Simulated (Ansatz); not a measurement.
Abridged output of a molecular run in Ansatz:

```
Functional definition: HF
1017 factors; integrals over basis functions are off by at most 1.4e-3 eV
mean field evaluation 1: about -79987.6453 eV, gradient 2.3e1 eV
mean field evaluation 2: about -79987.6797 eV, gradient 2.3e1 eV
mean field evaluation 4: about -79989.4952 eV, gradient 2.4e0 eV
mean field evaluation 8: about -79989.5169 eV, gradient 9.7e-2 eV
mean field evaluation 16: about -79989.4845 eV, gradient 3.0e-1 eV
mean field -79989.51696399 eV, -2939.5605295848 hartree, gradient 4.2e-6 eV, S^2 0.000000; 0 other end points of the search recorded, 0 dependent functions left out
16 core orbitals not correlated: weight in the atoms' cores, before any rotation towards them, 1.000 or more for the frozen orbitals, at most 0.000 for the correlated occupied ones
reference -79989.51696399 eV, -2939.5605295848 hartree; 17, 17 occupied and 70, 70 virtual orbitals, 1017 factors
second order -16.11448116 eV of doubles, -0.00000000 eV of singles
cycle   1  -16.71869069 eV  change   -6.0e-1 eV  update   8.5e-2
cycle   2  -17.18120686 eV  change   -4.6e-1 eV  update   2.7e-2
cycle   3  -17.23835466 eV  change   -5.7e-2 eV  update   1.1e-2
cycle   4  -17.23618201 eV  change    2.2e-3 eV  update   3.3e-3
cycle   5  -17.23763556 eV  change   -1.5e-3 eV  update   1.1e-3
cycle   6  -17.23775417 eV  change   -1.2e-4 eV  update   3.2e-4
cycle   7  -17.23771106 eV  change    4.3e-5 eV  update   1.0e-4
cycle   8  -17.23775445 eV  change   -4.3e-5 eV  update   3.3e-5
cycle   9  -17.23775566 eV  change   -1.2e-6 eV  update   1.1e-5
perturbative correction -0.50735758 eV, -0.0186450472 hartree
Total energy: -80007.26207723 eV, -2940.2126504682 hartree
```

Its atoms:

Z-matrix (Å, degrees):
```
Si
C 1 1.848
Br 1 2.229 2 110.1
H 1 1.482 2 112.1 3 117.9
H 1 1.482 2 109.5 3 -118.7
C 2 1.330 1 121.7 3 117.7
H 2 1.088 1 119.3 3 -62.5
H 6 1.087 2 121.7 1 -0.8
H 6 1.086 2 122.2 1 179.3
```

(1) Which basis set was used?
A. cc-pV(T+d)Z
B. def2-QZVPP
C. def2-SVPD
D. def2-SVP

(2) Write the keys of the input that set method, charge and spin (a neutral closed shell needs none for the last two).

## Answers

(1) D. It gives 103 functions.

(2) 
```yaml
correlation: {method: ccsd_t}
```
